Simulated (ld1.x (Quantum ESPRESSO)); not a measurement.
Configuration tests for cobalt (Co) (RRKJ)

ld1.x (Quantum ESPRESSO) 7.5 input, shortened:

```
&input
   title='Co', zed=27., rel=1, dft='PZ', iswitch=3,
   config='[Ar] 3d7 4s2 4p0'
 /
 &inputp
   pseudotype=2, tm=.false., rho0=0.02, lloc=2,
   nlcc=.true., rcore=0.90
 /
3
4S  1  0   2.00   0.00  2.25  2.25  0.0
4P  2  1   0.00   0.00  3.35  3.35  0.0
3D  3  2   7.00   0.00  1.75  1.75  0.0
 &test
   configts(1)='3d7 4s2 4p0'
 /
```

Energies are relative to the spin-unpolarised reference configuration 3d7 4s2 4p0; without spin polarisation the order of configurations can differ from experiment. Spin-polarised rows fill each open shell by Hund’s rule, majority spin first.

```tsv
valence configuration	charge	ΔE all-electron (eV)	error AE − PS (meV)
3d7 4s1 4p0	+1	9.296	-2.5
3d7 4s0 4p0	+2	26.380	-19
3d6 4s0 4p0	+3	62.569	-278
3d8 4s0 4p0	+1	6.705	-175
3d7 4s1 4p1	0	4.429	-1.0
3d7 4s1.5 4p0	+0.5	3.721	-0.6
3d7 4s2 4p0 (spin-polarised)	0	-1.983	+164
3d7 4s1 4p0 (spin-polarised)	+1	6.717	+161
```

Problem. What are ΔE and the potential's error for 3d7.5 4s1.5 4p0?

Solution. ΔE = -0.980 eV all-electron; the error (AE − PS) is -35 meV.

Levels in the configuration 3d7 4s2 4p0 (spin-polarised):

```tsv
level	all-electron (eV)	pseudo (eV)
3d up	-9.559	-9.649
4s up	-5.915	-5.914
3d down	-6.917	-6.785
4s down	-5.405	-5.408
```

Note: ghost states, extra bound levels that the all-electron valence spectrum of the same l lacks: s at -118.4 eV, p at -40.2 eV. A true bound ghost makes a file unfit for plane-wave use.
